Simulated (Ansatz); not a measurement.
Consider the formal exchange of groups at the Si–O bond: `[SiH3]N[SiH2]O[SiH3]` + `O=CO[SiH2]F` → `O=C([SiH3])O[SiH2]F` + `O[SiH2]N[SiH3]`.

Isolated molecules relaxed with PBE0-D4/def2-TZVP in Ansatz; ΔE leaves out vibrations. CCSD(T)/CBS adds triple-zeta CCSD(T) − MP2 to the extrapolated MP2 energy (def2 sets, frozen cores). DFT in def2-TZVPP. B3LYP here is the variant with VWN-RPA as its local correlation; programs differ in this. One conformer a species, not always the lowest.

```tsv
level	ΔE (kJ/mol)
r2SCAN-D4	114.7
PBE0-D4	111.3
ωB97X-V	117.3
B2PLYP	119.9
B3LYP	116.6
SCS-MP2/def2-TZVPP	125.8
CCSD/def2-TZVPP	123.3
MP2/CBS(def2)	121.6
```

(1) What does CCSD(T)/CBS give? (Estimate.)

Largest T1 diagnostic among the species: 0.015.

Results:

(1) Ansatz gave: +118.1 kJ/mol. The listed levels differ from it by -3.4, -6.8, -0.8, 1.8, -1.5, 7.7, 5.2, 3.5 kJ/mol.

From PBE to PBE0 (25 % exact exchange), in def2-TZVPP and without D4, ΔE moves by +10.0 kJ/mol. In def2-TZVPP, CCSD(T) changes the Hartree–Fock value by −23.7 kJ/mol (the triples alone add −4.3 kJ/mol) and MP2 by −20.2 kJ/mol. The D4 term adds +3.9 kJ/mol with B3LYP and +2.5 kJ/mol with PBE0; it sums over pairs of atoms, weighted by their polarisabilities, and B3LYP, whose exchange is more repulsive, gets the larger term.
